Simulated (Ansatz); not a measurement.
Reaction (formal hydrolysis of a Ge–Si bond): `[NH2][GeH2][SiH2]F` + H₂O → `[NH2][GeH2][OH]` + `F[SiH3]`

Calculated with Ansatz (gas phase, PBE0-D4/def2-TZVP geometries, no zero-point term in ΔE). CBS: MP2 limit from def2 TZ/QZ plus the TZ coupled-cluster correction, frozen cores. This one scheme is used for every species. DFT in def2-TZVPP. For Ge outer-core shells are correlated without core-valence functions, which leaves a few kJ/mol of doubt a bond. Scalar relativity is left out up to krypton. Each species was taken in one conformer, which may not be the lowest.

```csv
level,ΔE (kJ/mol)
ωB97X-V,-33.6
HF/def2-QZVPP,-56.1
SCS-MP2/def2-QZVPP,-42.3
MP2/CBS(def2),-33.8
```

(1) What does CCSD(T)/CBS give? (Estimate.)

Largest T1 diagnostic among the species: 0.011.

## Answers

(1) Computed: -29.0 kJ/mol. The listed levels differ from it by -4.6, -27.1, -13.3, -4.8 kJ/mol.

In def2-TZVPP, CCSD(T) changes the Hartree–Fock value by +20.8 kJ/mol (the triples alone add +1.6 kJ/mol) and MP2 by +16.1 kJ/mol. From PBE to PBE0 (25 % exact exchange), in def2-TZVPP and without D4, ΔE moves by −3.5 kJ/mol.
